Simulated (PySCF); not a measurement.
Isomers of C4H11NOSi. Theory: TDDFT PBE0/def2-SVPD, vertical, gas phase, core orbitals frozen in the response in PySCF. Geometries: GFN2-xTB; one conformer of each isolated species. Triplets are in the Tamm–Dancoff approximation.

A. `O[SiH2]NC1CCC1`
B. `CO[C@@H]1CCN[SiH2]1`
C. `CCC/C=N\[SiH2]O`
D. `C=C(C)O[SiH2]NC`

Lowest singlet levels (six at most, fewer where fewer were computed) with oscillator strengths:

1. 5.64 eV (f 0.006); 6.11 eV (f 0.011); 6.60 eV (f 0.004); 6.85 eV (f 0.004); 6.92 eV (f 0.007); 6.97 eV (f 0.002); T1 5.37 eV
2. 4.23 eV (f 0.001); 6.42 eV (f 0.059); 6.59 eV (f 0.004); 6.70 eV (f 0.047); 7.10 eV (f 0.037); 7.19 eV (f 0.019); T1 3.66 eV
3. 5.99 eV (f 0.026); 6.20 eV (f 0.027); 6.79 eV (f 0.006); 7.02 eV (f 0.054); 7.11 eV (f 0.004); 7.35 eV (f 0.015); T1 5.78 eV
4. 5.75 eV (f 0.003); 6.06 eV (f 0.005); 6.24 eV (f 0.000); 6.46 eV (f 0.004); 6.68 eV (f 0.056); 6.80 eV (f 0.002); T1 4.43 eV

Problem. Match each spectrum to its molecule.

Solution. 1 = B, 2 = C, 3 = A, 4 = D.
- A: S1 at 5.99 eV, HOMO→LUMO (96%); Löwdin shares by element: HOMO nitrogen 50%, carbon 21% or more, silicon 9% (atoms not listed hold the other 20%); LUMO oxygen 26%, silicon 24%, hydrogen 21% or more (atoms not listed hold the other 30%); HOMO -6.77 and LUMO 0.35 eV.
- B: S1 at 5.64 eV, HOMO→LUMO (98%); Löwdin shares by element: HOMO nitrogen 56%, carbon 12% or more, silicon 10%, hydrogen 6% or more (atoms not listed hold the other 17%); LUMO silicon 31%, hydrogen 30% or more (atoms not listed hold the other 40%); HOMO -6.60 and LUMO 0.41 eV.
- C: S1 at 4.23 eV, HOMO→LUMO (98%); Löwdin shares by element: HOMO nitrogen 54%, carbon 22% or more, silicon 10%; LUMO carbon 41% or more, nitrogen 29%, silicon 8% (atoms not listed hold the other 22%); HOMO -6.91 and LUMO -0.69 eV.
- D: S1 at 5.75 eV, HOMO→LUMO (72%), HOMO-1→LUMO (25%); Löwdin shares by element: HOMO carbon 39% or more, nitrogen 27%, oxygen 11% (atoms not listed hold the other 24%); LUMO silicon 22%, hydrogen 18% or more, carbon 18% or more (atoms not listed hold the other 41%); HOMO -6.64 and LUMO 0.41 eV.
B and D have S1 within 0.11 eV of each other; their strongest listed levels stand at 6.11 eV (f 0.011) and 6.68 eV (f 0.056).
